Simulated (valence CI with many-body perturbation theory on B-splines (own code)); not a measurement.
I¹⁴⁺: E2, M1 decay

Level of theory: configuration interaction combined with many-body perturbation theory (CI+MBPT): three valence electrons over a frozen Dirac-Fock core [Kr], radial functions for each j: 9 s, 9 p, 10 d, 8 f, 5 g, 3 h, 1 i, with the one-electron correlation potential Σ1 (screened to all orders), the two-electron term Σ2, the three-electron term Σ3, Breit, model QED; selected single and double excitations, second order for the rest (own B-spline code, finite nucleus).

No measured spectrum was set against this ion. As an estimate, terms of the open shell hold to 2 to 4 % of their energy, and close levels can change places. Core correlation moves these levels by up to 3400 cm⁻¹, and in measured spectra 5 to 20 % of such shifts remained as error; rates that hang on mixing are uncertain with them. Only levels of the ground parity were solved; by the run's estimate the other parity begins above the list, which can be wrong where configurations are misplaced.

Lines 1 to 50 of 69 in falling wavelength, among levels below 115190 cm⁻¹, chosen from the decays that carry over 1 % of a level's rate. Wavelengths and rates use the calculated energies, so an error of 2000 cm⁻¹ moves a line at 9380 Å by 19 % and its rate by three times that or more. Electric multipoles are in the length gauge, E1 and E2 with the static RPA response of the core. Weak lines are less certain than strong ones. Lines between different terms over intervals too small for the method are left out, as are lines whose strength nearly cancels. The highest levels of a list are the least certain.

Names give the largest LS component (configuration and term), which can be under half, so a name can repeat, a term be missing and a line seem to break the LS rules; names also repeat where a configuration has a term twice. Letters in brackets count levels of one name in rising energy.

```csv
λ vac (Å),Upper,Lower,Type,A (s⁻¹),Branch %
28320,4d3 4P_1/2,4d3 4P_3/2,M1,1.30e+00,10.2
16400,4d3 4F_9/2,4d3 4F_7/2,M1,4.65e+00,100.0
11850,4d3 4F_7/2,4d3 4F_5/2,M1,2.23e+01,100.0
10220,4d3 4F_5/2,4d3 4F_3/2,M1,3.62e+01,100.0
9380,4d3 2P_3/2,4d3 2D_5/2 [a],M1,4.27e+00,1.2
8619,4d3 2D_5/2 [a],4d3 2D_3/2 [a],M1,1.32e+01,6.4
6896,4d3 2H_11/2,4d3 2H_9/2,M1,2.17e+01,43.6
6251,4d3 4P_5/2,4d3 4P_3/2,M1,4.13e+01,78.4
5986,4d3 2H_9/2,4d3 4F_9/2,M1,5.65e+01,52.2
5804,4d3 4P_3/2,4d3 4F_5/2,M1,1.17e+01,17.1
5612,4d3 2D_5/2 [a],4d3 4P_5/2,M1,8.71e+00,4.2
5352,4d3 2D_3/2 [a],4d3 4P_1/2,M1,2.85e+01,7.9
5255,4d3 2P_3/2,4d3 2P_1/2,M1,5.01e+01,13.8
4647,4d3 2G_7/2,4d3 4F_7/2,M1,4.53e+01,27.6
4568,4d3 2G_9/2,4d3 2H_9/2,M1,1.07e+02,40.9
4563,4d3 2P_1/2,4d3 4P_1/2,M1,1.54e+02,94.8
4502,4d3 2D_3/2 [a],4d3 4P_3/2,M1,1.35e+02,37.2
4492,4d3 2P_3/2,4d3 2D_3/2 [a],M1,1.05e+02,28.8
4385,4d3 2H_9/2,4d3 4F_7/2,M1,5.17e+01,47.8
4315,4d3 2G_9/2,4d3 2G_7/2,M1,1.07e+02,40.9
4034,4d3 4P_5/2,4d3 4F_7/2,M1,4.87e+00,9.3
3702,4d3 4P_3/2,4d3 4F_3/2,M1,5.64e+01,82.8
3511,4d3 2P_3/2,4d3 4P_5/2,M1,9.49e+01,26.2
3440,4d3 2F_5/2,4d3 4P_5/2,M1,2.71e+01,26.3
3365,4d3 2F_7/2,4d3 4P_5/2,M1,1.43e+00,1.2
3338,4d3 2G_7/2,4d3 4F_5/2,M1,1.18e+02,72.2
3274,4d3 4P_1/2,4d3 4F_3/2,M1,1.12e+01,87.5
3274,4d3 4P_1/2,4d3 4F_3/2,E2,2.72e-01,2.1
3204,4d3 2H_11/2,4d3 4F_9/2,M1,2.81e+01,56.3
3093,4d3 2F_5/2,4d3 2G_7/2,M1,1.93e+01,18.7
3032,4d3 2F_7/2,4d3 2G_7/2,M1,3.64e+01,30.8
3009,4d3 4P_5/2,4d3 4F_5/2,M1,5.94e+00,11.3
2957,4d3 2D_5/2 [a],4d3 4P_3/2,M1,1.58e+01,7.6
2680,4d3 2D_3/2 [b],4d3 2F_5/2,M1,8.57e+01,18.1
2638,4d3 2D_3/2 [b],4d3 2P_3/2,M1,8.52e+00,1.8
2629,4d3 2D_5/2 [b],4d3 2F_7/2,M1,8.26e+01,10.5
2591,4d3 2G_9/2,4d3 4F_9/2,M1,1.41e+01,5.4
2585,4d3 2D_5/2 [b],4d3 2F_5/2,M1,1.60e+02,20.3
2546,4d3 2D_5/2 [b],4d3 2P_3/2,M1,1.55e+01,2.0
2535,4d3 2D_3/2 [a],4d3 4F_5/2,M1,1.36e+02,37.4
2347,4d3 2D_5/2 [a],4d3 4F_7/2,M1,1.37e+02,66.3
2248,4d3 2P_3/2,4d3 4P_3/2,M1,1.19e+01,3.3
2237,4d3 2G_9/2,4d3 4F_7/2,M1,3.12e+01,12.0
2219,4d3 2F_5/2,4d3 4P_3/2,M1,1.53e+01,14.8
2066,4d3 2F_7/2,4d3 4F_9/2,M1,5.57e+01,47.1
2059,4d3 2D_3/2 [b],4d3 2D_5/2 [a],M1,1.30e+02,27.4
2031,4d3 2D_3/2 [a],4d3 4F_3/2,M1,6.25e+01,17.2
2003,4d3 2D_5/2 [b],4d3 2D_5/2 [a],M1,1.25e+01,1.6
1959,4d3 2D_5/2 [a],4d3 4F_5/2,M1,2.64e+01,12.8
1906,4d3 2P_1/2,4d3 4F_3/2,M1,5.89e+00,3.6
```
